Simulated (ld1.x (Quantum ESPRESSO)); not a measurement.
## Transferability test, ultrasoft potential for zirconium (Zr)

- Element: zirconium (Zr)
- Generator: ld1.x (Quantum ESPRESSO) 7.5
- Type: ultrasoft
- Functional: PBE
- Relativity: scalar-relativistic
- Frozen core: [Kr]
- Valence charge: 4
- Reference configuration: 4d2 5s2 5p0
- Partial waves: 5s (bound): rcut 2.70, rcutus 3.40 bohr; 5s channel at 0.25 Ry: rcut 2.70, rcutus 3.40 bohr; 5p (bound, empty): rcut 2.70, rcutus 3.10 bohr; 5p channel at 0.3 Ry: rcut 2.70, rcutus 3.10 bohr; 4d (bound): rcut 1.50, rcutus 1.85 bohr; 4d channel at 1.85 Ry: rcut 1.50, rcutus 1.85 bohr
- Local potential: all-electron potential smoothed inside 1.80 bohr (lloc = -1)
- Core correction: none
- Augmentation charge: PSQ, inside the norm-conserving radii

Energies are relative to the spin-unpolarised reference configuration 4d2 5s2 5p0; without spin polarisation the order of configurations can differ from experiment.

(1) Give the all-electron excitation energy and the error of the potential for: 4d2 5s1 5p0; 4d2 5s0 5p0; 4d1 5s0 5p0; 4d3 5s1 5p0; 4d3 5s0 5p0; 4d2 5s0 5p1; 4d2.5 5s1.5 5p0.

Levels in the configuration 4d2 5s0 5p0:

```json
{"level": "4d", "all-electron (eV)": "-17.300", "pseudo (eV)": "-17.253"}
```

Note: ghost states, extra bound levels that the all-electron valence spectrum of the same l lacks: s at -130.6 eV, p at -27.4 eV. A true bound ghost makes a file unfit for plane-wave use.

Results:

(1)

```tsv
valence configuration	charge	ΔE all-electron (eV)	error AE − PS (meV)
4d2 5s1 5p0	+1	7.137	+11
4d2 5s0 5p0	+2	20.077	+186
4d1 5s0 5p0	+3	42.704	+297
4d3 5s1 5p0	0	1.195	+31
4d3 5s0 5p0	+1	7.521	+134
4d2 5s0 5p1	+1	10.853	+40
4d2.5 5s1.5 5p0	0	0.514	+8.7
```
